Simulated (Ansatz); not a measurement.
A set of 12 reactions (bond dissociation), with CCSD(T)/CBS values in kJ/mol:

```
                                                reaction     ΔE
                            `C[N](C)[K]` → K• + `C[N]C`•  167.9
                         `OB(O)Br` → `O[B]Br`• + `[OH]`•  634.2
`O[SiH2]O[SiH2][SiH3]` → `[O][SiH2]O`• + `[SiH2][SiH3]`•  543.8
    `O[SiH2]O[Si](O)(O)O` → `[O][SiH2]O`• + `O[Si](O)O`•  631.5
  `[SiH3]C[SiH](Cl)Cl` → `[CH2][SiH](Cl)Cl`• + `[SiH3]`•  389.3
    `C[SiH](O)O[SiH](O)O` → `[O][SiH](O)O`• + `C[SiH]O`•  619.7
                 `OCN[SiH3]` → `[CH2]O`• + `[NH][SiH3]`•  412.7
                    `N[SiH2]CF` → `[CH2]F`• + `N[SiH2]`•  364.7
  `O[SiH2][SiH](O)[SiH3]` → `O[SiH2]`• + `O[SiH][SiH3]`•  322.9
                    `CN(C)[SiH3]` → `C[N]C`• + `[SiH3]`•  399.9
                                   `O=P` → H• + `O=[P]`•  294.5
                `O=[C](O)[GeH3]` → `O=[C]O`• + `[GeH3]`•  332.4
```

Gas-phase electronic energies from Ansatz, PBE0-D4/def2-TZVP geometries. CCSD(T)/CBS is the MP2 limit (def2-TZVPP, def2-QZVPP) plus CCSD(T) − MP2 in def2-TZVPP, frozen cores. Small cases extrapolate CCSD(T) itself. DFT in def2-TZVPP. B3LYP here is the variant with VWN-RPA as its local correlation; programs differ in this. No spin–orbit coupling; open shells (•) take unrestricted orbitals. Bonds to Br, Ge, K are less sure, by a few kJ/mol each and by 10 to 20 or more in all where they break to atoms, as the def2 sets lack core-valence functions. Scalar relativity is left out up to krypton. One conformer a species, not always the lowest.

(1) Give the mean, mean absolute and largest difference (level minus CCSD(T)/CBS, kJ/mol) for: r2SCAN-D4, PBE0-D4, B3LYP-D4, ωB97M-V, B2PLYP, PBE, r2SCAN, PBE0, B3LYP, CCSD/def2-TZVPP, CCSD(T)/def2-TZVPP, HF/def2-QZVPP, MP2/def2-QZVPP, CCSD/CBS(def2). (Best estimate.)

The largest T1 diagnostic in the set is 0.025, for `O=[P]`• (customary mark 0.045).

CCSD(T)/CBS is a level of theory with its own doubt, and the functionals carry their triple-zeta basis error, so these figures describe this set and don't rank the functionals.

## Answers

(1) Ansatz gave: 
```tsv
level	mean	mean absolute	largest
r2SCAN-D4	-34.7	34.7	-47.0
PBE0-D4	-24.5	24.5	-39.2
B3LYP-D4	-26.5	26.5	-39.6
ωB97M-V	-4.6	5.9	-12.8
B2PLYP	-22.7	22.7	-29.7
PBE	-36.5	36.5	-74.4
r2SCAN	-37.0	37.0	-50.8
PBE0	-31.9	31.9	-50.9
B3LYP	-39.8	39.8	-60.6
CCSD/def2-TZVPP	-21.0	21.0	-39.0
CCSD(T)/def2-TZVPP	-13.2	13.2	-26.9
HF/def2-QZVPP	-125.9	125.9	-159.5
MP2/def2-QZVPP	16.2	18.9	32.9
CCSD/CBS(def2)	-7.9	7.9	-12.1
```
